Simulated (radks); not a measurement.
The numbers below are computed, except where a source is named.
Task: Species: the antimony ion Sb+. Configuration: [Kr] 4d10 5s2 5p1.5 5d0.5 (fractional occupations, a model configuration). Code: a radial shooting solver on a logarithmic mesh with Libxc functionals. Model: Dirac Kohn-Sham, PBE, spin-unpolarised, spherical densities, finite nucleus; open shells fill j = l - 1/2 first; Fermi nuclear charge, rms radius 4.6802 fm. Some entries of the table are withheld. Estimate them.

orbital  occ.  eigenvalue (eV)  <r> (bohr)
1s1/2       2        -30293.14     0.02842
2s1/2       2        -4616.871         (1)
2p1/2       2        -4319.998      0.1033
2p3/2       4        -4068.183      0.1087
3s1/2       2        -913.2706      0.3302
3p1/2       2        -791.9045      0.3208
3p3/2       4        -745.4388      0.3321
3d3/2       4        -531.1291         (2)
3d5/2       6        -521.4728         (3)
4s1/2       2              (4)      0.7908
4p1/2       2        -117.6685      0.8324
4p3/2       4        -109.0799      0.8615
4d3/2       4         -44.1944       1.020
4d5/2       6         -42.9476       1.033
5s1/2       2         -21.7871       2.140
5p1/2     1.5         -13.5078       2.564
5p3/2       0         -12.7372       2.663
6s1/2       0              (5)       5.576
5d3/2     0.5          -4.1405         (6)
5d5/2       0          -4.1013         (7)
6p1/2       0          -3.6363       6.907
6p3/2       0          -3.5217       7.089

Result: 
(1) 2s1/2 <r> (bohr): 0.1222
(2) 3d3/2 <r> (bohr): 0.3033
(3) 3d5/2 <r> (bohr): 0.3069
(4) 4s1/2 eigenvalue (eV): -158.7088
(5) 6s1/2 eigenvalue (eV): -5.2637
(6) 5d3/2 <r> (bohr): 4.794
(7) 5d5/2 <r> (bohr): 4.841
